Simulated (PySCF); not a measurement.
A structure optimised at B3LYP-D3(BJ)/def2-SVP, used in a PySCF frequency run:

```xyz
15

C     -0.5790    -0.1205     2.9380
C     -0.6924    -0.3379     1.7447
Si    -0.8383    -0.6292    -0.0744
C     -1.9382     0.7087    -0.7874
N      0.7319    -0.6423    -0.8371
Si     1.8932     0.6546    -0.9534
H     -0.4781     0.0684     3.9913
H     -1.4211    -1.9846    -0.2784
H     -1.4905     1.7031    -0.6337
H     -2.0807     0.5556    -1.8689
H     -2.9243     0.7019    -0.2962
H      1.0821    -1.5716    -1.0605
H      3.0408     0.5059    -0.0070
H      1.1727     1.9192    -0.6371
H      2.4634     0.7406    -2.3315
```
Charge 0, spin multiplicity 1.

### Question
Write its SMILES and formula.

### Answer
C#C[Si@@H](C)N[SiH3], C3H9NSi2

### Question
What are its rotational constants (standard atomic weights)?

### Answer
2.8030, 1.4725, 1.1592 GHz
